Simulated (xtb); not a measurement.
C3H9N, charge +1, doublet, from a rough starting geometry (a state made from the parent by changing its charge; the spin is typed, not shown lowest); xtb with GFN2-xTB.

xtb was given this input:
```
$ xtb mol.xyz --gfn 2 --chrg 1 --uhf 1 --opt vtight --json

# file mol.xyz
13

C     -0.63694273     1.12230617     0.51663439
C     -0.12661328     0.03320720    -0.35968130
C      1.35515726    -0.31438150    -0.02649920
N     -0.96852104    -1.18290475    -0.19201485
H      0.01903300     2.02694064     0.50633279
H     -0.64281762     0.80432676     1.62409267
H     -1.64961613     1.43182854     0.22671379
H     -0.10241383     0.43285457    -1.37854966
H      1.69842662    -1.12240609    -0.65404052
H      1.42127950    -0.73371723     0.99833434
H      1.97739993     0.54777170    -0.09703869
H     -0.56546698    -1.89225390    -0.79699882
H     -1.88793215    -0.98100616    -0.45094320
```

**Question.** What does xtb print? Leave out banner, timings and long lists.

**Answer.** 
```
   ID    Z sym.   atoms
    1    6 C      1-3
    2    7 N      4
    3    1 H      5-13

           -------------------------------------------------
          |                Calculation Setup                |
           -------------------------------------------------

           -------------------------------------------------
          |                 G F N 2 - x T B                 |
           -------------------------------------------------

          ...................................................
          :                      SETUP                      :
          :.................................................:
          :  # basis functions                  25          :
          :  # atomic orbitals                  25          :
          :  # shells                           17          :
          :  # electrons                        25          :
          :  max. iterations                   250          :
          :  Hamiltonian                  GFN2-xTB          :
          :  restarted?                      false          :
          :  GBSA solvation                  false          :
          :  PC potential                    false          :
          :  electronic temp.          300.0000000     K    :
          :  accuracy                    1.0000000          :
          :  -> integral cutoff          0.2500000E+02      :
          :  -> integral neglect         0.1000000E-07      :
          :  -> SCF convergence          0.1000000E-05 Eh   :
          :  -> wf. convergence          0.1000000E-03 e    :
          :  Broyden damping             0.4000000          :
          :  net charge                          1          :
          :  unpaired electrons                  1          :
          ...................................................

 iter      E             dE          RMSdq      gap      omega  full diag
   1    -13.4727343 -0.134727E+02  0.369E+00   10.49       0.0  T
   2    -13.5437381 -0.710038E-01  0.265E+00   11.08       1.0  T
   3    -13.5963837 -0.526456E-01  0.113E+00   11.31       1.0  T
   4    -13.5932261  0.315767E-02  0.844E-01   11.29       1.0  T
   5    -13.5987234 -0.549737E-02  0.302E-01   11.37       1.0  T
   6    -13.5999134 -0.118993E-02  0.739E-02   11.35       1.0  T
   7    -13.5999215 -0.813111E-05  0.298E-02   11.35       1.0  T
   8    -13.5999237 -0.224353E-05  0.159E-02   11.35       1.7  T
   9    -13.5999263 -0.259786E-05  0.485E-03   11.35       5.7  T
[...]
 * total energy  :   -13.4343796 Eh     change       -0.2120450E-05 Eh
 * total energy  :   -13.4343803 Eh     change       -0.7546326E-06 Eh
 * total energy  :   -13.4343807 Eh     change       -0.3125251E-06 Eh
 * total energy  :   -13.4343810 Eh     change       -0.3013517E-06 Eh
 * total energy  :   -13.4343815 Eh     change       -0.5873850E-06 Eh
 * total energy  :   -13.4343823 Eh     change       -0.7181629E-06 Eh
 * total energy  :   -13.4343828 Eh     change       -0.5390278E-06 Eh
 * total energy  :   -13.4343830 Eh     change       -0.2403750E-06 Eh
 * total energy  :   -13.4343832 Eh     change       -0.1508555E-06 Eh
 * total energy  :   -13.4343834 Eh     change       -0.1696677E-06 Eh
 * total energy  :   -13.4343835 Eh     change       -0.1266953E-06 Eh
 * total energy  :   -13.4343836 Eh     change       -0.7217388E-07 Eh
   *** GEOMETRY OPTIMIZATION CONVERGED AFTER 25 ITERATIONS ***
         :: total energy             -13.434383558827 Eh    ::
[...]
    12   1 H        0.860     0.239     0.927     1.508
    13   1 H        0.860     0.239     0.927     1.508

 Mol. C6AA /au·bohr⁶  :        879.609330
 Mol. C8AA /au·bohr⁸  :      18453.365123
 Mol. α(0) /au        :         44.124266

Wiberg/Mayer (AO) data.
largest (>0.10) Wiberg bond orders for each atom

 ---------------------------------------------------------------------------
     #   Z sym  total        # sym  WBO       # sym  WBO       # sym  WBO
 ---------------------------------------------------------------------------
     1   6 C    3.962 --     2 C    0.978     5 H    0.975     7 H    0.964
                             6 H    0.920
     2   6 C    3.948 --     4 N    1.216     3 C    0.978     1 C    0.978
                             8 H    0.748
     3   6 C    3.963 --     2 C    0.978    11 H    0.975     9 H    0.964
                            10 H    0.921
     4   7 N    3.389 --     2 C    1.216    12 H    0.924    13 H    0.924
                             8 H    0.101
     5   1 H    0.988 --     1 C    0.975
     6   1 H    0.982 --     1 C    0.920
     7   1 H    0.989 --     1 C    0.964
     8   1 H    0.919 --     2 C    0.748     4 N    0.101
     9   1 H    0.989 --     3 C    0.964
    10   1 H    0.982 --     3 C    0.921
    11   1 H    0.988 --     3 C    0.975
    12   1 H    0.943 --     4 N    0.924
    13   1 H    0.943 --     4 N    0.924
 ---------------------------------------------------------------------------

Topologies differ in total number of bonds
Writing topology from bond orders to xtbtopo.mol

molecular dipole:
                 x           y           z       tot (Debye)
 q only:       -0.480      -0.450      -0.410
   full:       -0.586      -0.564      -0.486       2.407
molecular quadrupole (traceless):
                xx          xy          yy          xz          yz          zz
 q only:        1.682       1.031       1.455       0.318       1.893      -3.137
  q+dip:        1.451       1.443       1.671       0.150       1.466      -3.123
   full:        1.488       1.382       1.578       0.269       1.625      -3.066

optimized geometry written to: xtbopt.xyz

           -------------------------------------------------
          | TOTAL ENERGY              -13.434383558827 Eh   |
          | GRADIENT NORM               0.000057123294 Eh/α |
          | HOMO-LUMO GAP              10.685149268464 eV   |
           -------------------------------------------------
```
